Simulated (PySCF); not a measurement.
Unknowns

[PySCF: σ from GIAO-PBE0/pcSseg-1; GFN2-xTB structure; no relativistic terms; a single conformation; equivalent nuclei averaged; gas phase]

Chemical shifts δ = σref − σ; TMS for 1H (31.72 ppm), 13C (186.93 ppm), all at this level. Splittings of carbon signals by F and P are missing where no couplings were computed. Where no couplings were computed, multiplicities follow the n + 1 count of equivalent neighbours, and m marks all less simple cases (inequivalent or close neighbours, rings, F or P nearby). Shifts are as computed. Against solution values, carbons near 30 ppm lie about +3 ppm off and those near 130 ppm about +5 ppm. Of 1211 compounds with measured shifts, 218 miss one by over three times the rms of a fit or turn the order of signals round; such compounds aren't used in these exercises. OH and NH positions are gas-phase values without hydrogen bonding to other molecules.

Question: C₅H₈F₂O. 1H NMR (400 MHz, computed): δ 6.50 (m, 1H), 6.08 (m, 1H), 1.92 (s, 3H), 1.72 (s, 3H). 13C{1H} NMR (computed): δ 140.5, 125.7, 125.3, 22.1, 18.0. Identify the compound.

Answer: SMILES CC(C)=COC(F)F. The formula gives 1 degree of unsaturation (no ring in the answer). 5 carbon signals for 5 carbons: no two carbons are equivalent. Carbon types of the structure: 1 × C, 2 × CH, 2 × CH3, which accounts for all hydrogens. δC 140.5: alkene carbon bearing oxygen; an sp2 carbon further deshielded by the attached heteroatom. δC 125.7: β carbon of an enol-ether or enamine type C=C. δC 125.3: sp3 CH bonded to 2 F and O; 3 electronegative neighbours deshield it. δH 6.50: hydrogen on an sp3 CH bonded to 2 F and O; its carbon carries F and O, an electronegative neighbour.

The shifts were computed for this structure.

Question: C₂H₁₀N₂OSi₂. 1H NMR (600 MHz, computed): δ 5.53 (m, 1H), 5.14 (m, 1H), 4.78 (m, 1H), 3.92 (m, 1H), 3.87 (m, 1H), 3.53 (m, 1H), 3.27 (m, 1H), 0.23 (br s, 2H), -0.34 (br s, 1H). 13C{1H} NMR (computed): δ 66.4 (CH2), 63.3 (CH2). Give a structure.

Answer: `N[Si@@H]1COC[SiH2]N1`. Rings plus π bonds: 1 (1 ring in the answer). 2 carbon signals for 2 carbons: no two carbons are equivalent. Carbon types of the structure: 2 × CH2, leaving 6 H on heteroatoms. δC 66.4, 63.3: sp3 CH2 bonded to O and Si; pulled downfield by the heteroatom. δH 3.92, 3.87, 3.53, 3.27: hydrogen on an sp3 CH2 bonded to O and Si; its carbon carries O, an electronegative neighbour. δH 0.23: hydrogen on a nitrogen bonded to Si; exchangeable; this is the value without hydrogen bonding to other molecules. δH -0.34: hydrogen on a nitrogen bonded to 2 Si, in a 6-membered ring; exchangeable, gas-phase position.

This is the structure that produced the data.
